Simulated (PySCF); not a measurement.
**Electron correlation in Os⁻ (osmium, charge -1)**

[Xe] 4f14 5d7 6s2, high-spin 4F determinant. All numbers are calculated (PySCF 2.14, scalar relativity through the core potential, in aug-cc-pwCVDZ-PP with ECP60MDF). Frozen: 5s2 5p6; 9 electrons correlated.

MP2 pair energies summed by pair of shells (mhartree):

```json
{"pair": "5d-5d", "energy": "-139.45", "share (%)": "64.6"}
{"pair": "5d-6s", "energy": "-61.96", "share (%)": "28.7"}
{"pair": "6s-6s", "energy": "-14.30", "share (%)": "6.6"}
```

Total MP2 correlation energy: -215.72 mhartree.

Same-spin part -81.61 and opposite-spin part -134.11 mhartree; SCS-MP2 scales them by 1/3 and 6/5 to -188.13 mhartree.
